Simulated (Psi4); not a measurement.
Pair of molecules, SMILES [GaH3] with SMILES O (the first has 4 atoms); geometry from B3LYP-D3(BJ)/def2-TZVP, rigid monomers moved along the line of their centres of mass till Ga1···O5 is 4.01 Å.
(charge 0, multiplicity 1):
```
atom    x (Å)    y (Å)    z (Å)
----  -------  -------  -------
Ga     0.3967  -0.3761   0.6852
H      1.8829  -0.0976   1.1226
H     -0.2292  -1.8111   0.8526
H     -0.2872   0.6261  -0.3304
O     -1.3147   1.1944   3.9497
H     -2.2764   1.1221   3.9112
H     -1.1099   2.1333   4.0405
```

Calculation: SAPT0/aug-cc-pVDZ (Psi4).

Problem. Give the four SAPT terms and the total, and say what mostly holds the pair together.

Solution. electrostatics -2.13, exchange 0.07, induction -0.16, dispersion -0.26, total -2.48 kcal/mol; the largest attraction is electrostatics.
